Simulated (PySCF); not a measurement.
HCl$_{2}$HfO (SMILES [OH][Hf]([Cl])[Cl]), doublet, geometry from GFN2-xTB (such geometries of metal compounds can be far from the true shape) (the multiplicity is a formal guess) (core potentials on Hf). Base run: TPSS/def2-SV(P) (PySCF).

Here is a job for PySCF.
```python
from pyscf import gto, scf, dft

mol = gto.Mole()
mol.atom = '''
    Hf    0.16946100    0.02707656    0.08253510
    Cl   -1.37580221   -1.56327809    0.19059445
    Cl   -0.11392632    1.79371172   -1.21627630
    O     1.47605822   -0.55850046    1.22779791
    H     1.31572726   -1.39888069    1.67168072
'''
mol.basis = 'def2-sv(p)'
mol.ecp = {'Hf': 'def2-sv(p)'}
mol.spin = 1
mol.verbose = 4
mol.build()

mf = dft.UKS(mol)
mf.xc = 'tpss'
mf.kernel()
```

The base run was repeated with changes; each row names its change, and settings that it needs were set with it.

| change | ΔE vs base (mEh) | fitting functions | dipole (D) | outcome |
|---|---|---|---|---|
| base | 0.000 | - | 1.89 | converged |
| auxbasis = def2-svp-ri | - | - | - | input refused |
| auxbasis = cc-pvtz-ri | - | - | - | input refused |
| auxbasis = default (with mf = mf.density_fit()) | -0.281 | 251 | 1.89 | converged |
| auxbasis = def2-tzvp-ri | - | - | - | input refused |
| auxbasis = even-tempered beta=3.0 | -18.767 | 430 | 1.88 | converged |
| auxbasis = def2-universal-jfit | -0.281 | 251 | 1.89 | converged |
| auxbasis = cc-pvdz-jkfit | - | - | - | input refused |
| auxbasis = even-tempered beta=2.0 | -0.252 | 635 | 1.89 | converged |
| auxbasis = def2-universal-jkfit | -0.050 | 578 | 1.89 | converged |

A fitting set is made for a task (jfit for Coulomb, jkfit for Coulomb and exchange, ri for correlation) and for a family of orbital bases.

Open shells are given as the SCF converged; they aren't shown to be the lowest states, and a large step between rows can be another state.

- auxbasis = def2-svp-ri: ended with `pyscf.lib.exceptions.BasisNotFoundError: Basis set not found for Hf in def2-svp-ri`
- auxbasis = cc-pvtz-ri: ended with `pyscf.lib.exceptions.BasisNotFoundError: Basis set not found for Hf in cc-pvtz-ri`
- auxbasis = def2-tzvp-ri: ended with `pyscf.lib.exceptions.BasisNotFoundError: Basis set not found for Hf in def2-tzvp-ri`
